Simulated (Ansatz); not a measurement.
Job for Ansatz (an electronic-structure program): R-wB97M-V/def2-TZVPP on CH6GeO2 (SMILES C[O][GeH2][OH]), a point of a torsion scan.

Ansatz 0.2 input:
```yaml
crystal:
  periodic: [false, false, false]
  atoms:
    - {symbol: C, position_ang: [1.48039699, -0.12221043, 0.04291681]}
    - {symbol: O, position_ang: [0.42560785, 0.80038460, 0.20339407]}
    - {symbol: Ge, position_ang: [-1.30004694, 0.51300382, -0.00333195]}
    - {symbol: O, position_ang: [-2.00230467, 1.63313714, 1.10072818]}
    - {symbol: H, position_ang: [1.74283940, -0.23489240, -1.01141771]}
    - {symbol: H, position_ang: [2.34095557, 0.27592723, 0.58259859]}
    - {symbol: H, position_ang: [1.22840067, -1.10411398, 0.44822369]}
    - {symbol: H, position_ang: [-1.75474483, 0.87214269, -1.38857327]}
    - {symbol: H, position_ang: [-1.64168166, -0.90248195, 0.39828325]}
    - {symbol: H, position_ang: [-1.37192110, 2.07977356, 1.66426636]}
basis:
  gaussian:
    orbitals: def2-TZVPP
hamiltonian:
  xc: {name: wB97M-V}
scf: {lower_state_search: off}
```

### Question
Give the final energy of this run.

### Answer
-2269.0832 hartree.

### Question
How many basis functions does it have, and what does it roughly cost on one machine?

### Answer
225 functions; very roughly 10 core-seconds.
